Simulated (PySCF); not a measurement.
Excitation energy of F²⁺ by level of theory

F²⁺ [He] 2s2 2p3 (4S) → F²⁺ [He] 2s1 2p3 3s1 (6S), as a difference of total energies. Calculation: PySCF 2.14, in aug-cc-pwCVTZ (7s6p4d2f, 59 functions); no relativity, point nucleus. Correlated levels: valence: 1s2 frozen; valence and next inner shell: nothing frozen. The calculations carry no spin-orbit coupling.

```json
{"method": "UHF", "excitation energy (cm⁻¹)": "372630"}
{"method": "LDA", "excitation energy (cm⁻¹)": "391020"}
{"method": "PBE", "excitation energy (cm⁻¹)": "390180"}
{"method": "PBE0", "excitation energy (cm⁻¹)": "389840"}
{"method": "r2SCAN", "excitation energy (cm⁻¹)": "386880"}
{"method": "r2SCAN0", "excitation energy (cm⁻¹)": "387350"}
{"method": "CAM-B3LYP", "excitation energy (cm⁻¹)": "397850"}
{"method": "r2SCANh", "excitation energy (cm⁻¹)": "387070"}
{"method": "HSE06", "excitation energy (cm⁻¹)": "389710"}
{"method": "MP2 (valence)", "excitation energy (cm⁻¹)": "387730"}
{"method": "SCS-MP2 (valence)", "excitation energy (cm⁻¹)": "391790"}
{"method": "MP2 (valence and next inner shell)", "excitation energy (cm⁻¹)": "387980"}
{"method": "SCS-MP2 (valence and next inner shell)", "excitation energy (cm⁻¹)": "391930"}
```

The promoted electron is Rydberg-like, and one or two diffuse shells describe it only roughly, which tends to raise the upper state.
